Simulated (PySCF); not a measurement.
PySCF input file for GaCl₂, SMILES [Cl][Ga][Cl], multiplicity 2, PBE0-D3(BJ)/def2-TZVP. The structure is a stationary point at PBE0-D3(BJ)/def2-TZVP. The spin state was assumed, not searched. The isomer is the one that the SMILES or the coordinates give; other isomers of the formula were not compared.

```python
import numpy as np
from pyscf import gto, scf, dft, df
from pyscf.hessian import thermo

mol = gto.M(
    atom='''
    Ga    0.00000000    0.00000000    0.57496775
    Cl    0.00000000   -1.85845468   -0.52423531
    Cl    0.00000000    1.85845468   -0.52423531
    ''',
    basis='def2-TZVP',
    charge=0,
    spin=1,
    max_memory=1600,
    verbose=3,
)
mf = dft.UKS(mol, xc='pbe0').density_fit(auxbasis='def2-universal-jkfit')
mf.disp = 'd3bj'
mf.grids.level = 3
mf.conv_tol = 1e-11
mf.max_cycle = 100
mf.kernel()
fine, coarse = mf.grids, dft.Grids(mol).set(level=1).build(with_non0tab=True)
for _ in range(3):  # follow internal instabilities
    mf.grids = coarse
    mo, _, stable, _ = mf.stability(return_status=True, nroots=4)
    mf.grids = fine
    if stable:
        break
    mf.kernel(mf.make_rdm1(mo, mf.mo_occ))

# [left out here: the lines that compute and print the analytic Hessian (its translational invariance restored by hand, since the grid's response is missing), thermochemistry and intensities]
```

Program output:

```

WARN: HOMO -0.194866618738445 >= LUMO -0.194866618738441

converged SCF energy = -2844.81157051566  <S^2> = 0.75325887  2S+1 = 2.0032562
<class 'pyscf.df.df_jk.DFUKS'> wavefunction is stable in the internal stability analysis

WARN: DFTD3 does not support analytical Hessian, using finite difference


WARN: Mole.unit (angstrom) is changed to Bohr

Mode                                 0                   1                   2
Irrep
Freq [cm^-1]                      115.4662            372.1835            420.1817
Reduced mass [au]                  41.0825             39.8643             44.9419
Force const [Dyne/A]                0.3227              3.2535              4.6749
Char temp [K]                     166.1301            535.4893            604.5480
Normal mode                   x     y     z       x     y     z       x     y     z
       0  Ga                -0.00 -0.00  0.06   -0.00 -0.00 -0.06    0.00  0.08 -0.00
       1  Cl                -0.00  0.08 -0.06    0.00  0.09  0.06    0.00 -0.08 -0.05
       2  Cl                -0.00 -0.08 -0.06   -0.00 -0.09  0.06   -0.00 -0.08  0.05
temperature 298.1500 [K]
pressure 101325.00 [Pa]
Rotational constants [GHz] 11.89859 2.06380 1.75874
Symmetry number 2
Zero-point energy (ZPE) 0.00207 [Eh]   5430.038 [J/mol]
                           tot       elec      trans        rot        vib
Entropy [J/mol/K]       302.433      5.763    170.432    104.745     21.493
Cv [J/mol/K]             45.412      0.000     12.472     12.472     20.469
Cp [J/mol/K]             53.727      0.000     20.786     12.472     20.469
Internal energy [J/mol]                      3718.434   3718.434   8930.077
Internal energy [Eh]   -2844.80534  -2844.81157
Enthalpy [J/mol]                             6197.391   3718.434   8930.077
Enthalpy [Eh]          -2844.80439
Gibbs free energy [J/mol]                  -44616.859 -27511.199   2521.866
Gibbs free energy [Eh] -2844.83874
mode   freq/cm-1   IR/(km/mol)
   1      115.47         4.793
   2      372.18        23.304
   3      420.18       102.626
max |gradient| / (hartree/bohr): 3.891944879638639e-05
APT charges: [ 1.027  -0.5135 -0.5135]
```

Self-consistency was reached.

Cost: very roughly 2.9 core-minutes.
